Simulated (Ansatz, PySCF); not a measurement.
Gas-phase reaction in SMILES: [OH][Al] → [OH][Al] as doublet, charge +1 + e-
Structures are relaxed separately at B3LYP-D3(BJ)/def2-TZVP in Ansatz (a first-principles code).

Quantity: adiabatic ionisation energy (0 K, with B3LYP-D3(BJ) harmonic zero-point energies from PySCF), in eV. Valence correlation only, unless marked. Open shells are spin-unrestricted. No spin-orbit coupling. No relativistic terms. Basis-set limits of correlation are two-point, X^-3; Hartree-Fock from the larger set.

CCSD(T)/CBS(aug-cc-pV(T+d)Z,aug-cc-pV(Q+d)Z) (Ansatz) gives 8.93 eV.

Problem. Another calculation gave 8.95 eV. Which level was it?
A. B97M-V/def2-TZVPD (Ansatz)
B. BHLYP/def2-TZVPD (Ansatz)
C. r2SCAN0/def2-TZVPD (Ansatz)
D. HF/def2-TZVPD (PySCF)

Solution. A, B97M-V/def2-TZVPD (Ansatz). The others give 8.84 (BHLYP), 7.79 (HF), 8.70 (r2SCAN0) eV.
